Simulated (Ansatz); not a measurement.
Single points on Ge(GeH3)2H2 (Ge₃H₈).

```yaml
crystal:
  periodic: [false, false, false]
  atoms:
    - {symbol: Ge, position_ang: [-0.814592, 0.016554, -0.578301]}
    - {symbol: Ge, position_ang: [-0.851226, -0.019729, 1.838278]}
    - {symbol: H, position_ang: [-0.194274, -1.309054, 2.358162]}
    - {symbol: H, position_ang: [-2.292734, 0.045209, 2.367861]}
    - {symbol: H, position_ang: [-0.069191, 1.181034, 2.394988]}
    - {symbol: Ge, position_ang: [1.454961, 0.005373, -1.409809]}
    - {symbol: H, position_ang: [2.176259, -1.276855, -0.963076]}
    - {symbol: H, position_ang: [2.225238, 1.213637, -0.853085]}
    - {symbol: H, position_ang: [1.478895, 0.073001, -2.945091]}
    - {symbol: H, position_ang: [-1.540148, 1.277673, -1.083933]}
    - {symbol: H, position_ang: [-1.573199, -1.206842, -1.125983]}
basis:
  gaussian: {orbitals: def2-SVP, initial_orbitals: start.molden}
hamiltonian: {xc: pbe0, dispersion: d4}
scf: {omitted_lower_state_checks: [starts]}
output: {orbitals: {seedname: orbitals}}
```

The file start.molden holds the orbitals of an earlier run on this structure, at another level or in another basis.

```sh
$ ansatz run in.yaml --threads 4 --pin off --events-out ev --progress --plain --max-ram 3916MiB
```

Output, abridged:

```
Functional definition: PBE0
1352 factors; integrals over basis functions are off by at most 1.4e-3 eV
mean field evaluation 1: about -169642.3069 eV, gradient 3.1e0 eV
mean field evaluation 2: about -169642.3198 eV, gradient 1.5e-2 eV
mean field evaluation 4: about -169642.3602 eV, gradient 2.4e-4 eV
mean field -169642.36017407 eV, -6234.2417486754 hartree, gradient 1.8e-5 eV, S^2 0.000000; 0 other end points of the search recorded, 0 dependent functions left out
reference -169642.36020852 eV, -6234.2417499412 hartree; 52, 52 occupied and 84, 84 virtual orbitals, 1352 factors
Total energy: -169642.56286810 eV, -6234.2491975435 hartree
Checks for a lower state left out: starts
```

It took 2.5 s on 4 threads of Arm Neoverse V1 on a shared host.

As the first input, with `correlation: {method: ccsd_t}` and without the key `hamiltonian` (abridged; 24 s):

```
Functional definition: HF
mean field -169526.02488949 eV, -6229.9665058218 hartree, gradient 1.4e-6 eV, S^2 0.000000
27 core orbitals not correlated: weight in the atoms' cores, before any rotation towards them, 1.000 or more for the frozen orbitals, at most 0.000 for the correlated occupied ones
second order -19.40588434 eV of doubles, -0.00000000 eV of singles
cycle   1  -19.35310420 eV  change    5.3e-2 eV  update   1.1e-1
cycle   2  -20.14294133 eV  change   -7.9e-1 eV  update   3.5e-2
cycle   3  -20.20765496 eV  change   -6.5e-2 eV  update   1.4e-2
cycle   4  -20.20097660 eV  change    6.7e-3 eV  update   3.2e-3
cycle   5  -20.20182387 eV  change   -8.5e-4 eV  update   8.3e-4
cycle   6  -20.20116878 eV  change    6.6e-4 eV  update   2.4e-4
cycle   7  -20.20102297 eV  change    1.5e-4 eV  update   6.0e-5
cycle   8  -20.20104462 eV  change   -2.2e-5 eV  update   1.5e-5
perturbative correction -0.57661146 eV, -0.0211900803 hartree
Total energy: -169546.80254556 eV, -6230.7300705991 hartree
Checks for a lower state left out: starts
```

As the first input, with `gaussian: {orbitals: def2-TZVP, initial_orbitals: start.molden}`, `hamiltonian: {xc: pbe}`, `correlation: {method: rpa}` and without the key `output` (abridged; 4.8 s):

```
Functional definition: PBE
mean field -169658.97312371 eV, -6234.8522633138 hartree, gradient 2.2e-6 eV, S^2 0.000000
27 core orbitals not correlated: weight in the atoms' cores, before any rotation towards them, 1.000 or more for the frozen orbitals, at most 0.000 for the correlated occupied ones
Total energy: -169579.73470898 eV, -6231.9403052825 hartree
Checks for a lower state left out: starts
```

The first input with `gaussian: {orbitals: def2-TZVP, initial_orbitals: start.molden}`, `correlation: {method: mp2}` and without the key `hamiltonian` (abridged; 3.8 s):

```
Functional definition: HF
mean field -169547.60008063 eV, -6230.7593794723 hartree, gradient 2.7e-6 eV, S^2 0.000000
27 core orbitals not correlated: weight in the atoms' cores, before any rotation towards them, 1.000 or more for the frozen orbitals, at most 0.000 for the correlated occupied ones
second order -20.98551916 eV of doubles, -0.00000000 eV of singles
Total energy: -169568.58559979 eV, -6231.5305830767 hartree
Checks for a lower state left out: starts
```

As the first input, with `gaussian: {orbitals: def2-TZVP, initial_orbitals: start.molden}`, `hamiltonian: {xc: {name: BHLYP}, dispersion: d4}` (abridged; 4.4 s):

```
Functional definition: BHLYP
mean field -169683.51592729 eV, -6235.7541947098 hartree, gradient 1.7e-5 eV, S^2 0.000000
Total energy: -169683.86223501 eV, -6235.7669212838 hartree
Checks for a lower state left out: starts
```

The first input with `hamiltonian: {xc: pbe, dispersion: d4}` (abridged; 1.5 s):

```
Functional definition: PBE
mean field -169637.45619835 eV, -6234.0615308917 hartree, gradient 8.1e-6 eV, S^2 0.000000
Total energy: -169637.69108590 eV, -6234.0701628498 hartree
Checks for a lower state left out: starts
```

Geometry: r2SCAN-D4/def2-SVP.

Correlated methods freeze 27 core orbitals; core or outer-core shells of Ge are correlated, in sets that lack core-valence functions.
